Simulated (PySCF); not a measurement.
GeH7NSi, SMILES N[SiH2][GeH3].

Geometry optimised at PBE0-D3(BJ)/def2-SVP. The structure was generated by enumeration, and PubChem lists no compound with its InChIKey, so it may never have been made. The values are those of a single conformer.

Two levels are set side by side: PBE/def2-TZVPD (PySCF) and r2SCAN/def2-TZVPD (PySCF). Same geometry, gas phase. Differences are taken from unrounded values.

| quantity | r2SCAN | PBE | PBE minus r2SCAN |
|---|---|---|---|
| orbital gap (eV) | 5.48 | 4.78 | -0.70 |
| highest occupied level (eV) | -6.10 | -5.85 | 0.25 |
| lowest empty level (eV) | -0.63 | -1.08 | -0.45 |
| dipole moment (D) | 1.24 | 1.23 | -0.01 |
| mean polarisability (bohr³) | 75.1 | 78.0 | 2.9 |

Rough cost on one machine, each run with all the roots and properties that it gave: r2SCAN against PBE about 3 times.
